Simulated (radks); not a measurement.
The numbers below are computed, except where a source is named.
The holmium ion Ho+ inside a hard spherical wall (all orbitals vanish at R), configuration held at [Xe] 4f11 6s1 and not refilled when levels cross. Code: a radial shooting solver on a logarithmic mesh with Libxc functionals. Model: scalar-relativistic Kohn-Sham, PBE, spin-polarised, spherical densities, finite nucleus; open shells are filled with parallel spins first (spin-orbit coupling, left out, can overturn this in heavy ions); Fermi nuclear charge, rms radius 5.2022 fm. Eigenvalues in eV for spin up, with the zero of energy where the potential of the charges vanishes at infinity; a dash marks a level that is unbound or too diffuse for the functional's potential to be trusted. A positive occupied level is held by the wall or, in an anion where self-interaction has pushed it up, behind a barrier. The pressure on the wall is -dE/dV.

R (bohr),E (hartree),kinetic (hartree),e(5s),e(5p),e(4f),e(6s),"e(5d, empty)","e(6p, empty)",pressure (GPa)
free,-12615.0000,13640.338,-57.505,-32.863,-10.615,-9.324,-7.106,-5.747,0
15,-12615.0000,13640.338,-57.505,-32.863,-10.615,-9.324,-7.106,-5.746,< 0.0001
10,-12614.9997,13640.342,-57.488,-32.846,-10.598,-9.309,-7.089,-5.665,0.00762
8,-12614.9968,13640.368,-57.368,-32.729,-10.479,-9.171,-6.969,-5.247,0.142
7,-12614.9895,13640.417,-57.171,-32.541,-10.284,-8.884,-6.756,-4.572,0.587
6,-12614.9667,13640.542,-56.763,-32.153,-9.869,-8.097,-6.263,-3.009,2.48
4,-12614.6295,13642.034,-53.936,-29.496,-6.711,0.972,-1.908,11.070,73.6
